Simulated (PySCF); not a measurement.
Cl4Te, charge +1, doublet, at a GFN2-xTB geometry (a state made from the parent by changing its charge; the spin is typed, not shown lowest) (all electrons, no relativity).

Here is a job for PySCF.
```python
from pyscf import gto, scf, dft

mol = gto.Mole()
mol.atom = '''
    Te   -0.005723    0.012366    0.266931
    Cl    1.113373   -1.434956   -1.088995
    Cl    1.852796    1.507257    0.739926
    Cl   -1.062936    1.325968   -1.263560
    Cl   -1.885727   -1.436095    0.796134
'''
mol.basis = 'sto-3g'
mol.charge = 1
mol.spin = 1
mol.verbose = 4
mol.build()

mf = dft.UKS(mol)
mf.xc = 'mn15'
mf.kernel()
mf.analyze()
```

Q: What does this run give for the HOMO energy, number of basis functions, total energy, nuclear repulsion energy, <S^2>?

A: 
```
Property                          Result
-------------------------  -------------
HOMO energy                    -12.84 eV
number of basis functions             63
total energy               -8361.4966 Eh
nuclear repulsion energy    1043.8919 Eh
<S^2>                              0.759
```

These values belong to the state on which the SCF converged, which isn't shown to be the lowest.
